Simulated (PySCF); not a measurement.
Telling isomers of C$_{4}$H$_{8}$O$_{3}$Si$_{2}$ apart by NMR

PySCF 2.14.0 with density-fitted response routines calculation with coordinates at the GFN2-xTB level and shieldings: GIAO PBE0/pcSseg-1; relativity neglected, one averaged value for each set of equivalent atoms, in vacuum, one conformer.

Referencing at the same level of theory: 1H (σref 31.72), 13C (σref 186.93) vs TMS. Where no couplings were computed, multiplicities follow the n + 1 count of equivalent neighbours, and m marks all less simple cases (inequivalent or close neighbours, rings, F or P nearby). Shifts are as computed. Against solution values, carbons near 30 ppm lie about +3 ppm off and those near 130 ppm about +5 ppm. Of 1211 compounds with measured shifts, 218 miss one by over three times the rms of a fit or turn the order of signals round; such compounds aren't used in these exercises.

(1) Tabulate the signals of `C=C[C@@H]1[SiH2]O[SiH2]OC1=O`, `C=C[C@H]1O[SiH2][SiH2]OC1=O`, `O=C=C(C=O)[C@@H]([SiH3])O[SiH3]` and their relative energies.

(2) What is the quickest way to tell C=C[C@@H]1[SiH2]O[SiH2]OC1=O from O=C=C(C=O)[C@@H]([SiH3])O[SiH3]?

(3) What is the quickest way to tell C=C[C@@H]1[SiH2]O[SiH2]OC1=O from C=C[C@H]1O[SiH2][SiH2]OC1=O?

(4) What is the quickest way to tell C=C[C@H]1O[SiH2][SiH2]OC1=O from O=C=C(C=O)[C@@H]([SiH3])O[SiH3]?

Results:

(1) 
```json
{"SMILES": "C=C[C@@H]1[SiH2]O[SiH2]OC1=O", "carbon types": "1×C 2×CH 1×CH2", "δC": "173.3, 138.5, 121.5, 51.5", "δH": "6.65 (m, 1H), 5.44 (m, 1H), 5.34 (m, 1H), 5.16 (m, 1H), 5.16 (m, 1H), 5.09 (m, 1H), 4.95 (m, 1H), 3.44 (m, 1H)", "E rel. (kcal/mol)": "0.0"}
{"SMILES": "C=C[C@H]1O[SiH2][SiH2]OC1=O", "carbon types": "1×C 2×CH 1×CH2", "δC": "168.8, 142.4, 120.5, 75.6", "δH": "6.53 (m, 1H), 5.89 (m, 1H), 5.81 (m, 1H), 5.74 (m, 1H), 5.69 (m, 1H), 5.51 (m, 1H), 5.42 (m, 1H), 4.49 (m, 1H)", "E rel. (kcal/mol)": "49.0"}
{"SMILES": "O=C=C(C=O)[C@@H]([SiH3])O[SiH3]", "carbon types": "2×C 2×CH", "δC": "205.9, 186.0, 64.0, 62.7", "δH": "9.86 (s, 1H), 4.95 (s, 3H), 4.41 (q, 1H), 3.97 (d, 3H)", "E rel. (kcal/mol)": "88.4"}
```

Energies are electronic energies at PBE0/pcSseg-1 on these geometries, without zero-point or thermal terms, each for the one conformer computed, which needn't be the lowest.

(2) Both give the same number of carbon signals, but DEPT or the intensities differ. The first has a terminal =CH2 carbon at 121.5 ppm, the second a terminal carbon of a ketene (C) at 64.0 ppm. Their most deshielded carbons lie at 173.3 and 205.9 ppm. In the proton spectra the most deshielded non-exchanging signals are 6.65 (m, 1H) and 9.86 (s, 1H).

(3) Both give the same number of carbon signals, with the same numbers of each carbon type, so the positions decide. The first has an sp3 CH bonded to Si, α to a carbonyl at 51.5 ppm, the second an sp3 CH bonded to O, α to a carbonyl at 75.6 ppm. Their most deshielded carbons lie at 173.3 and 168.8 ppm.

(4) Both give the same number of carbon signals, but DEPT or the intensities differ. The first has a terminal =CH2 carbon at 120.5 ppm, the second a terminal carbon of a ketene (C) at 64.0 ppm. Their most deshielded carbons lie at 168.8 and 205.9 ppm. In the proton spectra the most deshielded non-exchanging signals are 6.53 (m, 1H) and 9.86 (s, 1H).
